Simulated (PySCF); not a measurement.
Cl2Si, SMILES Cl[Si]Cl (connectivity only; charge and spin as stated), charge +1, multiplicity 2.

Coordinates come from a r2SCAN-D4/def2-TZVP optimisation. The multiplicity is an assumed one; other spin states were not compared. The isomer is the one that the SMILES or the coordinates give; other isomers of the formula were not compared.

Level of theory: SMD-M06-2X/6-31G* (PySCF).

Solvation free energies are E(SMD) − E(gas) at the gas-phase geometry, for 1 M in both phases.

```
solvent  ΔG(solv) (kcal/mol)  its non-electrostatic (CDS) part
-------  -------------------  --------------------------------
water                  -57.7                               0.7
benzene                -35.1                              -2.7
acetone                -58.3                              -2.1
```
